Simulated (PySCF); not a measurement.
dibromo(fluoro)methane (CHBr2F), SMILES C(Br)(Br)F.

Geometry: PBE0-D3(BJ)/def2-SVP.

Two levels are set side by side: TDA-PBE/def2-SVPD (PySCF) and TDA-LC-ωPBE/def2-SVPD (PySCF). Vertical, same geometry. The lowest singlet is HOMO→LUMO 91 % with PBE and HOMO→LUMO 81 % with the other functional; states are paired by order. Differences are taken from unrounded values.

```tsv
quantity	TDA-LC-ωPBE	TDA-PBE	TDA-PBE minus TDA-LC-ωPBE
lowest singlet excitation (eV)	5.91	5.06	-0.85
lowest triplet excitation (TDA) (eV)	5.09	4.47	-0.62
```

A lower first singlet is the usual sign of a functional without exact exchange. Differences between two approximate levels are no errors against the true value.

Rough cost on one machine, each run with all the roots and properties that it gave: TDA-LC-ωPBE against TDA-PBE about 3 times.
